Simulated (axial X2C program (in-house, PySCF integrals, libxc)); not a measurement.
**SrI⁺ at several levels of theory**

Computed with an in-house all-electron X2C program for linear molecules (integrals from PySCF). Spin-free means the one-electron spin-free X2C Hamiltonian; two-component (2c) means X2C with spin–orbit coupling and atomic mean-field two-electron Coulomb terms, the Gaunt term switched off, so the difference of the two also holds small scalar two-electron terms. Basis: I dyall-v2z [9s9p7d], Sr dyall-v2z [10s11p7d] (cores contracted in-house); Gaussian nuclei, density fitting, unrestricted open shells. Masses: I 126.904 u, Sr 87.906 u.

Input:
```json
{"zs": [53, 38], "q": 1, "bas": ["dyall-v2z", "dyall-v2z"], "levels": ["PBE0", "HF", "r2SCAN", "PW91"], "cc": false, "r0": 3.18, "npts": 10, "nst": 2, "ntry": 6, "opt": {"gaunt": 0}}
```
```bash
python so2c.py task.json out
```

Keys: zs atomic numbers; q charge; bas basis sets; levels methods; cc coupled cluster on or off; r0 starting distance in Å; npts points on the curve; nst determinants followed; ntry starts of the search; gaunt Gaunt term on or off. HF also brings MP2.

State, spin-free: M_S = 0, Λ = 0 (closed shell); electrons by block: σα: 19, σβ: 19, π+α: 10, π+β: 10, π-α: 10, π-β: 10, δ+α: 3, δ+β: 3, δ-α: 3, δ-β: 3. Fragments: I + Sr+.

State, 2c: Ω = 0 (closed shell); electrons by block: 1/2: 29, -1/2: 29, 3/2: 13, -3/2: 13, 5/2: 3, -5/2: 3. Fragments: I + Sr+.

| Hamiltonian | level | Re (Å) | ωe (cm⁻¹) | ωexe (cm⁻¹) | Be (cm⁻¹) | αe (cm⁻¹) | De (eV) | μ (D) |
| --- | --- | --- | --- | --- | --- | --- | --- | --- |
| spin-free | PBE0 | 2.842 | 216.4 | 0.357 | 0.0402 | 9.57e-05 | 3.24 | 13.17 |
| spin-free | HF | 2.916 | 207.4 | 0.314 | 0.03817 | 8.67e-05 | 2.15 | 15.22 |
| spin-free | MP2 | 2.889 | 211.5 | 0.325 | 0.03889 | 8.87e-05 | 2.68 | n/a |
| spin-free | r2SCAN | 2.853 | 214.7 | 0.351 | 0.03988 | 9.47e-05 | 3.39 | 13.31 |
| spin-free | PW91 | 2.845 | 212.3 | 0.378 | 0.04012 | 9.99e-05 | 3.35 | 12.40 |
| 2c | PBE0 | 2.844 | 215.1 | 0.365 | 0.04014 | 9.7e-05 | 2.94 | 13.12 |
| 2c | HF | 2.918 | 206.6 | 0.318 | 0.03813 | 8.74e-05 | 1.85 | 15.17 |
| 2c | MP2 | 2.891 | 210.4 | 0.331 | 0.03885 | 8.97e-05 | 2.39 | n/a |
| 2c | r2SCAN | 2.855 | 213.8 | 0.356 | 0.03984 | 9.55e-05 | 3.24 | 13.27 |
| 2c | PW91 | 2.848 | 210.5 | 0.392 | 0.04003 | 0.000102 | 3.05 | 12.34 |

Correlated methods: 16 electrons correlated (number of frozen shells: I 4 s, 3 p, 2 d; Sr 3 s, 2 p, 1 d), 142 virtual spin orbitals or spinors in MP2.

Dipoles are positive if Sr is the positive end and refer to the centre of mass.

Occupations by symmetry block were frozen at the best pattern of an incomplete PBE0 search. Closed shells are restricted here (equal orbitals for both partners); the stretched side of such a curve lies too high. Dissociation energies refer to the lowest single-determinant-based atoms at the same level and basis. The functionals have no current-density term, which raises determinants with orbital currents, atoms included.

Rough cost a point (2c) on 1 thread(s) of a shared host, integrals apart: PBE0 0.6 s, HF 0.4 s, r2SCAN 0.7 s, PW91 0.4 s.
